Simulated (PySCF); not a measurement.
Isomers of C3H8O2Si, one GFN2-xTB conformer each. Single-point energies are computed at PBE0/pcSseg-1 (PySCF, gas phase, no added dispersion term), electronic only.

```json
{"SMILES": "C=CO[SiH2]OC", "GFN2-xTB relative energy (kJ/mol)": "0.0"}
{"SMILES": "C=CC[SiH](O)O", "GFN2-xTB relative energy (kJ/mol)": "21.3"}
```

Conformers: `[CH2:1]=[CH:2][O:3][SiH2:4][O:5][CH3:6]` with C1–C2–O3–Si4 -175°, C2–O3–Si4–O5 -177°, O3–Si4–O5–C6 -179°; `[CH2:1]=[CH:2][CH2:3][SiH:4]([OH:5])[OH:6]` with C1–C2–C3–Si4 104°, C2–C3–Si4–O5 -39°, C3–Si4–O5–H -47°, C3–Si4–O6–H -151°.

Task: What does PBE0/pcSseg-1 give for the same structures?

Result: 
```csv
SMILES,PBE0/pcSseg-1 E (Eh),PBE0/pcSseg-1 (kJ/mol),GFN2-xTB (kJ/mol),point group
C=CC[SiH](O)O,-558.67612,0.0,21.3,C1
C=CO[SiH2]OC,-558.62728,128.2,0.0,near Cs
```

GFN2-xTB puts C=CO[SiH2]OC lowest instead. As drawn, the lower has an O–H bond and an Si–C bond, which the higher lacks.

Task: Which frontier levels, dipoles and rotational constants go with these structures?

Result: 
```csv
SMILES,"HOMO (eV, PBE0/pcSseg-1)",LUMO (eV),dipole (D),"A, B, C (MHz)"
C=CC[SiH](O)O,-7.08,0.35,1.19,"4792, 1820, 1597"
C=CO[SiH2]OC,-6.83,0.46,2.11,"12375, 1240, 1151"
```
